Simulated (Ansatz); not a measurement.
```yaml
crystal:
  periodic: [false, false, false]
  atoms:
    - {symbol: Si, position_ang: [-0.148301, 1.297400, -0.827115]}
    - {symbol: N, position_ang: [-0.462439, -0.219649, -0.116834]}
    - {symbol: Si, position_ang: [0.560346, -1.175950, 0.854770]}
    - {symbol: Ag, position_ang: [-2.417735, -0.843943, -0.211056]}
    - {symbol: H, position_ang: [-0.649068, 1.360070, -2.233585]}
    - {symbol: H, position_ang: [-0.805052, 2.439766, -0.119078]}
    - {symbol: H, position_ang: [1.320338, 1.564955, -0.840861]}
    - {symbol: H, position_ang: [0.490715, -2.618723, 0.472123]}
    - {symbol: H, position_ang: [1.975636, -0.722234, 0.714152]}
    - {symbol: H, position_ang: [0.218759, -1.132893, 2.310486]}
basis:
  gaussian: {orbitals: def2-mTZVPP, final_grid: {core_spheres: 8, valence_spheres: 7, degree: 23}, nuclear_model: gaussian}
magnetization: {spin_polarized: true, initial_magnetization: 1}
hamiltonian: {xc: {name: B97}}
```

```sh
$ ansatz run in.yaml --threads 4 --pin off --events-out ev --progress --plain --max-ram 10444MiB
```

Shortened log:

```
Error: a molecule whose nuclei and cores have a total charge of 60 cannot have a net charge of 0 together with 1 unpaired electrons
```

In this input the number of unpaired electrons doesn't fit the electron count. The input was rejected before any iteration.
